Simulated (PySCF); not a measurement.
## W⁺: excitation energy

W⁺ [Xe] 4f14 5d4 6s1 (6D) → W⁺ [Xe] 4f14 5d4 6p1 (high-spin determinant), as a difference of total energies. Calculation: PySCF 2.14, in aug-cc-pwCVTZ-PP with ECP60MDF (8s8p7d4f3g, 122 functions); scalar relativity through the core potential. Correlated levels: valence: 5s2 5p6 frozen; valence and next inner shell: nothing frozen outside the core potential. The calculations carry no spin-orbit coupling.

| method | excitation energy (eV) |
| --- | --- |
| UHF | 5.231 |
| LDA | 5.535 |
| PBE | 5.411 |
| PBE0 | 5.401 |
| r2SCAN | 5.603 |
| wB97M-V | 5.311 |
| CAM-B3LYP | 5.384 |
| PBEsol | 5.481 |
| MP2 (valence) | 5.385 |
| SCS-MP2 (valence) | 5.282 |
| MP2 (valence and next inner shell) | 5.624 |
| SCS-MP2 (valence and next inner shell) | 5.493 |

How much does correlation contribute at MP2 (valence and next inner shell)?

5.624 − (5.231) = 0.393 eV, measured against UHF.

The determinant of the upper state mixes LS terms, which raises its energy above the lowest term, most at the Hartree-Fock and MP2 levels.
